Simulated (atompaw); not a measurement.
# thallium (Tl): one change to a PAW (atompaw) potential, before and after

```
Element                 : Tl (Z = 81)
Generator               : atompaw 4.2.0.5
Type                    : PAW
Functional              : PBE
Relativity              : scalar-relativistic
Frozen core             : [Xe] 4f14 5d10
Valence charge          : 3
Reference configuration : 6s2 6p0 (charge +1)
Partial waves           : 6s (bound): rc 2.95 bohr; 6s channel at 1.3 Ry: rc 1.90 bohr; 6p (bound, empty): rc 2.95 bohr; 6p channel at 0.1 Ry: rc 2.95 bohr; 6d channel at -0.05 Ry: rc 2.60 bohr; 6d channel at 1.65 Ry: rc 2.60 bohr
Local potential         : bessel scheme, radius 2.40 bohr
Core correction         : smooth core density matched at 2.80 bohr
Augmentation charge     : besselshape compensation charge, radius 2.25 bohr; PAW radius 2.95 bohr; waves and projectors: custom rrkj gramschmidtortho
```

Change: augmentation besselshape compensation charge, radius 2.25 bohr; PAW radius 2.95 bohr; waves and projectors: custom polynom vanderbiltortho.

Cutoffs: the cutoffs (Ry, on a coarse ladder) from which the occupation-weighted sum of valence levels, in a spherical-Bessel basis at the reference potential, stays within 10 and 1 mRy of its value at 400 Ry; they do not see the model core or the augmentation charge, which bear on the density cutoff.

Question: What does the change do?

Answer: Both files are so soft that the ladder of cutoffs tells neither apart; both files keep a bound ghost (d); the range in which the s phases agree narrows (upper end 2.1 → 0.5).

```csv
quantity,base,changed
"cutoff, loose",6 Ry,6 Ry
"cutoff, tight",6 Ry,6 Ry
bound ghosts,d,d
s: phases at 2.97 bohr within 0.05 rad from the reference energy up to (Ry; the scan ends near 5),2.1,0.5
p: phases at 2.97 bohr within 0.05 rad from the reference energy up to (Ry; the scan ends near 5),2.8,3.0
d: phases at 2.97 bohr within 0.05 rad from the reference energy up to (Ry; the scan ends near 5),4.9,to the end of the scan
lowest overlap eigenvalue by channel,"s 0.46, p 0.57, d 0.82","s 0.22, p 0.40, d 0.82"
```

 A true bound ghost makes a file unfit for plane-wave use even where its test errors are small: the radial tests pick states by their node count and pass the ghost by. The cutoffs see the waves, projectors and local potential, not the compensation charge or the core.
